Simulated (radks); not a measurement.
Q: All-electron atom: Sr in [Ar] 3d10 4s2 4p5.75 5s2 5p0.25 (fractional occupations, a model configuration). Calculated with a radial shooting solver on a logarithmic mesh with Libxc functionals: Dirac Kohn-Sham, PBE, spin-unpolarised, spherical densities, finite nucleus; open shells fill j = l - 1/2 first; Fermi nuclear charge, rms radius 4.224 fm. Some entries of the table are withheld. Estimate them.

orbital,occ.,eigenvalue (Ry),<1/r> (bohr^-1)
1s1/2,2,-1171.031,39.00
2s1/2,2,-158.6683,8.780
2p1/2,2,-144.4097,(1)
2p3/2,4,-139.3817,(2)
3s1/2,2,-24.66510,2.935
3p1/2,2,(3),2.825
3p3/2,4,(4),2.743
3d3/2,4,-9.62936,2.521
3d5/2,6,-9.49481,2.500
4s1/2,2,-3.12388,(5)
4p1/2,2,(6),(7)
4p3/2,3.75,(8),(9)
5s1/2,2,-0.29204,0.3037
5p1/2,0.25,-0.11736,0.2266
5p3/2,0,-0.11209,0.2221

A: 
(1) 2p1/2 <1/r> (bohr^-1): 8.751
(2) 2p3/2 <1/r> (bohr^-1): 8.411
(3) 3p1/2 eigenvalue (Ry): -19.48689
(4) 3p3/2 eigenvalue (Ry): -18.71600
(5) 4s1/2 <1/r> (bohr^-1): 0.9967
(6) 4p1/2 eigenvalue (Ry): -1.84457
(7) 4p1/2 <1/r> (bohr^-1): 0.8698
(8) 4p3/2 eigenvalue (Ry): -1.75764
(9) 4p3/2 <1/r> (bohr^-1): 0.8487
